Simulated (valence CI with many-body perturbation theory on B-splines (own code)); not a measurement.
**E1 line list for Dy¹⁵⁺**

Level of theory: valence CI with perturbative core correlation (CI+MBPT): five valence electrons over a frozen Dirac-Fock core [Kr] 4d10, a basis of 7 s, 7 p, 7 d, 7 f, 4 g, 2 h functions for each j, with the one-electron correlation potential Σ1 (screened to all orders), the two-electron term Σ2, the three-electron term Σ3, Breit, model QED; selected single and double excitations, second order for the rest, scaled by the run's own slope (own B-spline code, finite nucleus).

No measured spectrum was set against this ion. As an estimate, terms of the open shell hold to a few per cent of their energy, and close levels can change places; configurations with another count of f electrons can be misplaced by thousands of cm⁻¹. Core correlation moves these levels by up to 60000 cm⁻¹, and in measured spectra 5 to 20 % of such shifts remained as error; rates that hang on mixing are uncertain with them. Among the levels kept, up to 940 cm⁻¹ of a level comes from second order outside the variational space, and about a tenth of that is noise between levels of different J, which matters for small intervals.

Lines 51 to 100 of 123 in falling wavelength, among levels below 47900 cm⁻¹, chosen from the strongest by gf and those to the six lowest levels. Wavelengths and rates use the calculated energies, so an error of 2000 cm⁻¹ moves a line at 6854 Å by 14 % and its rate by three times that or more. Electric multipoles are in the length gauge, E1 and E2 with the static RPA response of the core. Weak lines are less certain than strong ones. Lines between different terms over intervals too small for the method are left out, as are lines whose strength nearly cancels. Where a level lies close to another of its J and parity, the split of strength between their lines is uncertain. The highest levels of a list are the least certain.

Names give the largest LS component (configuration and term), which can be under half, so a name can repeat, a term be missing and a line seem to break the LS rules; names also repeat where a configuration has a term twice. Letters in brackets count levels of one name in rising energy.

```
λ vac (Å)            Upper            Lower   A (s⁻¹)  S (a.u.)
     6854      4f5 4I°_9/2    4f4.5s 6I_9/2  8.54e-01  1.36e-06
     6820    4f4.5s 6S_5/2      4f5 4F°_3/2  2.84e-01  2.67e-07
     6736   4f4.5s 6I_11/2     4f5 6H°_11/2  9.32e-01  1.69e-06
     6497     4f5 4L°_13/2   4f4.5s 6I_13/2  1.24e-01  2.35e-07
     6492     4f5 4I°_11/2    4f4.5s 6I_9/2  1.26e+00  2.05e-06
     6482     4f5 4L°_17/2   4f4.5s 6I_15/2  3.00e-01  7.26e-07
     6437   4f4.5s 6I_13/2     4f5 6H°_13/2  8.18e-01  1.51e-06
     6407     4f5 4K°_13/2   4f4.5s 6I_15/2  4.64e-02  8.43e-08
     6150    4f4.5s 6F_7/2  4f5 4G°_5/2 [a]  6.02e-01  5.53e-07
     6083   4f4.5s 6I_15/2     4f5 6H°_15/2  4.19e-01  7.45e-07
     6028     4f5 4K°_11/2   4f4.5s 6I_13/2  2.17e-01  2.81e-07
     6005      4f5 4G°_9/2   4f4.5s 6I_11/2  4.81e-02  5.14e-08
     5959     4f5 4L°_15/2   4f4.5s 6I_13/2  4.98e-02  8.32e-08
     5897    4f4.5s 4I_9/2     4f5 6F°_11/2  6.13e-02  6.21e-08
     5856    4f4.5s 6I_7/2      4f5 6H°_5/2  1.55e+01  1.23e-05
     5818    4f4.5s 6S_5/2  4f5 4G°_5/2 [a]  2.38e+00  1.39e-06
     5776    4f4.5s 6I_9/2      4f5 6H°_7/2  1.81e+01  1.72e-05
     5741      4f5 4I°_9/2    4f4.5s 6I_7/2  3.99e+00  3.73e-06
     5611   4f4.5s 6I_11/2      4f5 6H°_9/2  2.33e+01  2.44e-05
     5457     4f5 4G°_11/2   4f4.5s 6I_13/2  1.42e-01  1.37e-07
     5399   4f4.5s 6I_13/2     4f5 6H°_11/2  3.10e+01  3.37e-05
     5245     4f5 4L°_13/2   4f4.5s 6I_11/2  4.21e-01  4.20e-07
     5169   4f4.5s 6I_15/2     4f5 6H°_13/2  4.10e+01  4.47e-05
     5149     4f5 4K°_13/2   4f4.5s 6I_13/2  1.76e-01  1.66e-07
     4972    4f4.5s 4I_9/2      4f5 6F°_9/2  2.00e-02  1.21e-08
     4934     4f5 4K°_11/2   4f4.5s 6I_11/2  1.20e-01  8.52e-08
     4929   4f4.5s 6I_17/2     4f5 6H°_15/2  5.22e+01  5.55e-05
     4620  4f5 4G°_5/2 [b]    4f4.5s 6I_7/2  1.21e-01  3.54e-08
     4546     4f5 4G°_11/2   4f4.5s 6I_11/2  3.76e-02  2.09e-08
     4516   4f4.5s 4I_11/2     4f5 6F°_11/2  1.37e-01  7.46e-08
     4363    4f4.5s 4I_9/2      4f5 6F°_7/2  1.85e-01  7.59e-08
     4330     4f5 4K°_13/2   4f4.5s 6I_11/2  8.83e-02  4.95e-08
     4231     4f5 4K°_11/2    4f4.5s 6I_9/2  4.54e-01  2.04e-07
     4183      4f5 4F°_5/2    4f4.5s 6I_7/2  2.73e-01  5.91e-08
     4021      4f5 4F°_7/2    4f4.5s 6I_9/2  2.03e-01  5.22e-08
     3953   4f4.5s 4I_11/2      4f5 6F°_9/2  5.28e-01  1.93e-07
     3942     4f5 4G°_11/2    4f4.5s 6I_9/2  7.40e-02  2.68e-08
     3820    4f4.5s 6F_9/2     4f5 6F°_11/2  3.34e+01  9.18e-06
     3685    4f4.5s 6F_7/2      4f5 6F°_9/2  7.33e+01  1.45e-05
     3610      4f5 4F°_7/2    4f4.5s 6I_7/2  1.02e-01  1.89e-08
     3593    4f4.5s 6F_5/2      4f5 6F°_7/2  1.23e+02  1.69e-05
     3591      4f5 4D°_7/2    4f4.5s 6I_9/2  2.83e-02  5.17e-09
     3482    4f4.5s 6F_3/2      4f5 6F°_5/2  2.05e+02  1.71e-05
     3433    4f4.5s 6F_1/2      4f5 6F°_3/2  3.31e+02  1.32e-05
     3409    4f4.5s 6F_9/2      4f5 6F°_9/2  3.83e+02  7.48e-05
     3391    4f4.5s 6F_1/2      4f5 6F°_1/2  3.40e+02  1.31e-05
     3374    4f4.5s 6F_3/2      4f5 6F°_3/2  2.12e+02  1.61e-05
     3360    4f4.5s 4I_9/2     4f5 6H°_11/2  3.40e+00  6.36e-07
     3341    4f4.5s 6F_5/2      4f5 6F°_5/2  2.65e+02  2.93e-05
     3340    4f4.5s 6F_7/2      4f5 6F°_7/2  3.34e+02  4.91e-05
```
